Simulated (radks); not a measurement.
Results of a calculation; reference values are marked as such.
Task: Tm VIII, 62 electrons, occupied as [Kr] 4d10 4f11 5s2 5p3. Code: a radial shooting solver on a logarithmic mesh with Libxc functionals. Model: scalar-relativistic Kohn-Sham, SCAN, spin-polarised, spherical densities, finite nucleus; open shells are filled with parallel spins first (spin-orbit coupling, left out, can overturn this in heavy ions); meta-GGA in the generalised Kohn-Sham scheme; Fermi nuclear charge, rms radius 5.2256 fm. Some entries of the table are withheld. Estimate them.

| orbital | occ. | eigenvalue (hartree) | <r^2> (bohr^2) | r(max) (bohr) |
|---|---|---|---|---|
| 1s up | 1 | -2185.497 | 0.0005486 | 0.01261 |
| 1s down | 1 | -2185.485 | 0.0005486 | 0.01261 |
| 2s up | 1 | -373.0490 | 0.008509 | 0.07182 |
| 2s down | 1 | -373.0397 | 0.008508 | 0.07182 |
| 2p up | 3 | -329.7225 | 0.006945 | 0.05855 |
| 2p down | 3 | -329.7096 | 0.006945 | 0.05855 |
| 3s up | 1 | -87.46452 | 0.05568 | 0.2029 |
| 3s down | 1 | -87.39482 | 0.05562 | 0.2029 |
| 3p up | 3 | -74.25606 | 0.05621 | 0.2000 |
| 3p down | 3 | -74.18109 | 0.05614 | 0.1999 |
| 3d up | 5 | -57.93515 | 0.04695 | 0.1635 |
| 3d down | 5 | -57.87024 | 0.04687 | 0.1635 |
| 4s up | 1 | -20.75260 | 0.2781 | 0.4643 |
| 4s down | 1 | -20.60219 | 0.2787 | 0.4646 |
| 4p up | 3 | -16.37860 | 0.3147 | 0.4851 |
| 4p down | 3 | -16.23149 | 0.3152 | 0.4855 |
| 4d up | 5 | -10.55403 | (1) | 0.5001 |
| 4d down | 5 | -10.39953 | (2) | 0.5005 |
| 5s up | 1 | -5.73101 | 1.455 | 1.055 |
| 5s down | 1 | -5.49879 | 1.452 | 1.050 |
| 5p up | 3 | -4.56735 | 1.810 | 1.174 |
| 4f up | 7 | -4.15605 | 0.5808 | 0.4875 |
| 4f down | 4 | -3.97656 | 0.5773 | 0.4879 |

Result: 
(1) 4d up <r^2> (bohr^2): 0.3723
(2) 4d down <r^2> (bohr^2): 0.3720
